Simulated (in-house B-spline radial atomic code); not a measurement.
Configurations of Eu5+, with energies counted from [Kr] 4d10 (4f5/2)5 5s2 (5p1/2)2 (5p3/2)3. All numbers are computed (Dirac-Hartree-Fock, average of each configuration as written; Fermi nucleus of rms radius 5.1115 fm) with a radial B-spline atomic code at the basis-set limit, not measured. Energies include first-order Breit, QED and recoil terms.

Occupations are held fixed; configurations that lie above the ionisation limit could autoionise.

| configuration | E - E(ref) (eV) | highest orbital | its <r> (bohr) |
| --- | --- | --- | --- |
| [Kr] 4d10 (4f7/2)5 5s2 (5p1/2)2 (5p3/2)3 | 5.0133 | 4f7/2 | 0.7937 |
| [Kr] 4d10 (4f7/2)5 5s2 (5p1/2)1 (5p3/2)4 | 9.1338 | 4f7/2 | 0.7938 |
| [Kr] 4d10 (4f5/2)1 (4f7/2)5 5s2 (5p1/2)1 (5p3/2)3 | 23.513 | 4f5/2 | 0.8184 |
| [Kr] 4d10 (4f5/2)1 (4f7/2)3 5s2 (5p1/2)1 (5p3/2)4 (5g9/2)1 | 67.96 | 5g9/2 | 4.481 |
| [Kr] 4d10 (4f5/2)2 (4f7/2)2 5s2 (5p1/2)2 (5p3/2)3 (6g9/2)1 | 68.417 | 6g9/2 | 7.181 |
| [Kr] 4d10 (4f5/2)1 (4f7/2)3 5s2 (5p1/2)2 (5p3/2)3 (9g7/2)1 | 76.6 | 9g7/2 | 18.31 |
| [Kr] (4d3/2)3 (4d5/2)6 (4f5/2)4 (4f7/2)1 5s2 (5p1/2)2 (5p3/2)3 (8g9/2)1 | 220.53 | 8g9/2 | 14.1 |

(1) Order these further configurations by energy, lowest first.
A. [Kr] 4d10 (4f5/2)3 (4f7/2)2 5s2 (5p1/2)1 (5p3/2)4
B. [Kr] 4d10 (4f5/2)2 (4f7/2)2 5s2 (5p1/2)2 (5p3/2)3 7s1
C. [Kr] 4d10 (4f5/2)2 (4f7/2)2 5s2 (5p1/2)1 (5p3/2)4 (7p3/2)1
D. [Kr] 4d10 (4f5/2)4 5s2 (5p1/2)2 (5p3/2)3 (8g9/2)1
E. [Kr] (4d3/2)3 (4d5/2)6 (4f5/2)3 (4f7/2)2 5s2 (5p1/2)1 (5p3/2)4 (8d5/2)1

(2) How far above the reference does [Kr] 4d10 (4f5/2)1 (4f7/2)4 5s2 (5p3/2)4 (6p3/2)1 lie?

(3) How far above the reference does [Kr] 4d10 (4f5/2)4 (4f7/2)1 5s2 (5p1/2)2 (5p3/2)3 lie?

(4) How far above the reference does [Kr] (4d3/2)4 (4d5/2)5 (4f7/2)5 5s2 (5p1/2)1 (5p3/2)4 7s1 lie?

Results:

(1) A (9.5423 eV), B (55.356 eV), C (64.048 eV), D (70.645 eV), E (220.63 eV).

(2) 61.872 eV; its least bound orbital is 6p3/2 with <r> = 3.118 bohr.

(3) 2.7156 eV; its least bound orbital is 4f7/2 with <r> = 0.7996 bohr.

(4) 202.46 eV; its least bound orbital is 7s1/2 with <r> = 4.631 bohr.
